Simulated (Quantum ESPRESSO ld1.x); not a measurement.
The numbers below are computed, except where a source is named.
The technetium ion Tc33+, 10 electrons, occupied as [Ne]. Code: ld1.x of Quantum ESPRESSO 7.5. Model: Dirac Kohn-Sham, LDA (Slater exchange, Perdew-Zunger correlation), spin-unpolarised, spherical densities, point nucleus.

Unscreened Slater integrals over Kohn-Sham orbitals (hartree). Large and small components are both included.

\begin{tabular}{lr}
integral & value \\ \hline
F0(2p3/2,2p3/2) & 7.0775 \\
F2(2p3/2,2p3/2) & 3.3756 \\
F0(2p3/2,2p1/2) & 7.2015 \\
G2(2p3/2,2p1/2) & 3.3585 \\
F0(2p3/2,2s1/2) & 6.5253 \\
G1(2p3/2,2s1/2) & 3.6919 \\
F0(2p3/2,1s1/2) & 9.6107 \\
G1(2p3/2,1s1/2) & 1.7333 \\
F0(2p1/2,2p1/2) & 7.3342 \\
F0(2p1/2,2s1/2) & 6.6178 \\
G1(2p1/2,2s1/2) & 3.6517 \\
F0(2p1/2,1s1/2) & 10.021 \\
G1(2p1/2,1s1/2) & 1.8122 \\
F0(2s1/2,2s1/2) & 6.1740 \\
F0(2s1/2,1s1/2) & 8.7239 \\
G0(2s1/2,1s1/2) & 0.89492 \\
F0(1s1/2,1s1/2) & 27.483 \\
\end{tabular}
